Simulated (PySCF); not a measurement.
## Ionisation energy of Mg⁺ by level of theory

Mg⁺ [Ne] 3s1 (2S) → Mg²⁺ [Ne] (1S), as a difference of total energies. All numbers are calculated (PySCF 2.14, the non-relativistic Hamiltonian (point nucleus), in dyall-av2z). The calculations carry no spin-orbit coupling.

| method | ionisation energy (eV) |
| --- | --- |
| UHF | 14.722 |
| LDA | 15.351 |
| PBE | 15.330 |
| PBE0 | 15.226 |
| r2SCAN | 15.007 |
| LC-wPBE | 15.151 |
| BHandHLYP | 15.296 |
| M06-L | 14.325 |
| B97-3 | 14.982 |

For comparison: 15.035 eV (measured; NIST Atomic Spectra Database, ionization energies).
